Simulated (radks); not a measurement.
Charge is removed step by step from the 1s level of Cd, starting from [Kr] 4d10 5s2. Calculated with a radial shooting solver on a logarithmic mesh with Libxc functionals: scalar-relativistic Kohn-Sham, r2SCAN, spin-unpolarised, spherical densities, finite nucleus; meta-GGA in the generalised Kohn-Sham scheme; Fermi nuclear charge, rms radius 4.6087 fm.

removed (e) = 0: E - E(0) (eV) 0.000; eigenvalue (eV) -26576; E minus straight line (eV) 0.000
removed (e) = 0.1: E - E(0) (eV) 2659.4; eigenvalue (eV) -26638; E minus straight line (eV) -27.718
removed (e) = 0.2: E - E(0) (eV) 5325.1; eigenvalue (eV) -26701; E minus straight line (eV) -49.204
removed (e) = 0.3: E - E(0) (eV) 7997.0; eigenvalue (eV) -26763; E minus straight line (eV) -64.479
removed (e) = 0.4: E - E(0) (eV) 10675.1; eigenvalue (eV) -26824; E minus straight line (eV) -73.566
removed (e) = 0.5: E - E(0) (eV) 13359.3; eigenvalue (eV) -26886; E minus straight line (eV) -76.492
removed (e) = 0.6: E - E(0) (eV) 16049.7; eigenvalue (eV) -26947; E minus straight line (eV) -73.290
removed (e) = 0.7: E - E(0) (eV) 18746.2; eigenvalue (eV) -27007; E minus straight line (eV) -63.996
removed (e) = 0.8: E - E(0) (eV) 21449; eigenvalue (eV) -27067; E minus straight line (eV) -48.650
removed (e) = 0.9: E - E(0) (eV) 24157; eigenvalue (eV) -27127; E minus straight line (eV) -27.300
removed (e) = 1: E - E(0) (eV) 26872; eigenvalue (eV) -27186; E minus straight line (eV) 0.000

Removing the whole electron costs 26872 eV by Delta-SCF, against 26576 eV from minus the eigenvalue at the starting occupation. Slater's transition state (half an electron removed) gives 26886 eV. Integrating minus the eigenvalue over the occupation (Janak's theorem) gives 26884 eV. In this scalar-relativistic scheme the density is built from large components alone, so the theorem holds only approximately. The mean slope of the eigenvalue, de/dn, is 610 eV per electron.
